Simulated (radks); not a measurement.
All-electron atom: O2- in [Ne].

Calculated with a radial shooting solver on a logarithmic mesh with Libxc functionals: non-relativistic Kohn-Sham, LDA (Slater exchange, VWN5 correlation), spin-unpolarised, spherical densities, point nucleus; Watson sphere of charge +2 and radius 2.67 bohr.

Energy parts (eV; the electron-nucleus part includes the sphere):
| part | energy |
|---|---|
| total | -2221.662 |
| kinetic | 2026.218 |
| electron-nucleus | -5231.270 |
| Hartree | 1213.357 |
| exchange-correlation | -229.968 |

Orbitals (lengths in bohr, moments of r in powers of bohr; r(max) is where P^2 peaks):
orbital,occ.,eigenvalue (eV),r(max)
1s,2,-503.7328,0.1300
2s,2,-19.4545,0.8933
2p,6,-5.8119,0.8692

The highest occupied level is 2p at -5.812 eV. The electron density at the nucleus is 306.9 e/bohr^3. Summed over all electrons, <r^2> = 26.42 bohr^2, which gives a Langevin (diamagnetic) susceptibility term of -20.9 x 10^-6 cm^3/mol.
